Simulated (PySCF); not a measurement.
# Calculated NMR parameters of C[C@@H]1CC[P@+]1(C)[BH2-]C#N

```yaml
Formula: C6H13BNP
SMILES: C[C@@H]1CC[P@+]1(C)[BH2-]C#N
Point_group_of_the_computed_structure: C1
Carbon_signals: 6
Proton_signals: 9
```

Atom-mapped SMILES (the numbers label the heavy atoms): `[CH3:1][C@@H:2]1[CH2:3][CH2:4][P@+:5]1([CH3:6])[BH2-:7][C:8]#[N:9]` (H(Xn): hydrogen on atom n). Ha(C3), Ha(C4) are cis to C1 on the ring; Ha(B7) is pro-R; Hb(B7) is pro-S; Hb(C3), Hb(C4) are trans to C1 on the ring.

All values are calculated (PySCF 2.14): NMR shieldings at CAM-B3LYP/pcSseg-1/GIAO, coordinates at the PBE0-D3(BJ)/def2-SVP level. One computed conformer, non-relativistic Hamiltonian, fast rotation and ring inversion assumed for equivalent nuclei, gas phase.

References, each an isolated molecule treated in the same way: TMS for $^{1}$H (31.33 ppm) and $^{13}$C (182.45 ppm); H3PO4 for $^{31}$P (299.17 ppm); BF3·OEt2 for $^{11}$B (99.35 ppm); $^{15}$N (267.29 ppm) vs NH3.

| carbon | δC, type | δH (multiplicity) | HMBC from (2–3 bonds) | span of the C tensor (ppm) |
| --- | --- | --- | --- | --- |
| C1 | 16.3, CH3 | 1.69 (m) | Hb(C3), Ha(C3), H(C2) | 27 |
| C2 | 34.9, CH | 1.92 (m) | Ha(C4), Hb(C3), Ha(C3), H(C1), Hb(C4), Hb(B7), H(C6), Ha(B7) | 29 |
| C3 | 28.4, CH2 | Hb(C3) 2.69 (m); Ha(C3) 2.06 (m) | Ha(C4), H(C2), H(C1), Hb(C4) | 45 |
| C4 | 17.4, CH2 | Hb(C4) 1.55 (m); Ha(C4) 3.12 (m) | Hb(C3), Ha(C3), H(C2), Hb(B7), H(C6), Ha(B7) | 34 |
| C6 | 10.0, CH3 | 1.40 (m) | Ha(C4), H(C2), Hb(C4), Hb(B7), Ha(B7) | 24 |
| C8 | 137.8, C | – | Hb(B7), Ha(B7) | 368 |

Other nuclei:
| atoms | nucleus | environment | δ (ppm) | σ (ppm) |
| --- | --- | --- | --- | --- |
| Hb(B7) | $^{1}$H | hydrogen on a boron bonded to C, P | 1.40 | 29.93 |
| Ha(B7) | $^{1}$H | hydrogen on a boron bonded to C, P | 1.31 | 30.02 |
| P5 | $^{31}$P | phosphorus bonded to 3 C, B, in a 4-membered ring | 24.8 | 274.3 |
| B7 | $^{11}$B | boron bonded to C, P, 2 H | -44.5 | 143.9 |
| N9 | $^{15}$N | nitrile nitrogen | 341.3 | -74.0 |

- δC 137.8: nitrile carbon.
- δC 28.4: sp3 CH2 in a ring; a saturated carbon with 2 carbon neighbours and no heteroatom attached.
- δC 17.4: sp3 CH2 bonded to P.
- δC 16.3: methyl carbon; a saturated carbon with 1 carbon neighbour and no heteroatom attached.
- δH 1.69: hydrogen on a methyl carbon.

Hydrogens on boron are broadened and split by $^{11}$B (spin 3/2, 80 %) and 10B (spin 3). A carbon bonded to boron is broadened by the quadrupolar boron nucleus and is often missing from a measured spectrum. Splittings by $^{31}$P in the carbon and heteronuclear signals aren't shown, as no couplings were computed. Shifts are as computed, not scaled to solution data. Of 1211 compounds with measured shifts, 218 miss one by over three times the rms of a fit or turn the order of signals round; such compounds aren't used in these exercises. Experimental scales use liquid or dissolved standards, which lie at an offset from isolated NH3 (liquid NH3: subtract about 20 ppm) and H3PO4. Unscaled 15N shifts of sp2 nitrogen come out 20 to 40 ppm too high even then. Multiplicities follow the n + 1 count of equivalent neighbours, as no J values were calculated; m marks all less simple cases, F and P coupling included.
